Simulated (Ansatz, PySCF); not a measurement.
ZnI₂, SMILES [I][Zn][I].

The structure is a stationary point at PBE-D3(BJ)/def2-SVP. The isomer is the one that the SMILES or the coordinates give; other isomers of the formula were not compared. The def2 effective core potentials stand for the cores of I; spin–orbit coupling is left out.

Vertical ionisation energy (IE) and electron affinity (EA) in eV. Rows of orbital energies are one-electron estimates. Where ΔSCF, EOM or ADC give a negative EA the extra electron is unbound and the value depends on the basis.

| level | IE | EA |
|---|---|---|
| −ε(HOMO), −ε(LUMO), M06-2X/def2-TZVPD (PySCF) | 8.98 | 1.29 |
| −ε(HOMO), −ε(LUMO), PBE/def2-TZVPD (PySCF) | 6.73 | 2.84 |
| ΔSCF, ωB97X-V/def2-SVPD (Ansatz), final states of multiplicity 2 and 2 | ___ | ___ |
| ΔSCF, PBE/def2-SVPD (Ansatz), final states of multiplicity 2 and 2 | 9.30 | 0.62 |

**Question.** Some entries are withheld; supply them. (An estimate is asked for; the answer gives what the named calculation found.)

**Answer.** 
- ΔSCF, ωB97X-V/def2-SVPD (Ansatz, a program for electronic structure), final states of multiplicity 2 and 2, IE: 10.15
- ΔSCF, ωB97X-V/def2-SVPD (Ansatz), final states of multiplicity 2 and 2, EA: 0.30

**Question.** What vertical singlet–triplet gap does ΔSCF give with ωB97X-V/def2-SVPD (Ansatz) and with PBE/def2-SVPD (Ansatz)? (Estimate from the structure and the level; the computed values follow.)

**Answer.** 4.98 and 3.90 eV (triplet above singlet where positive).
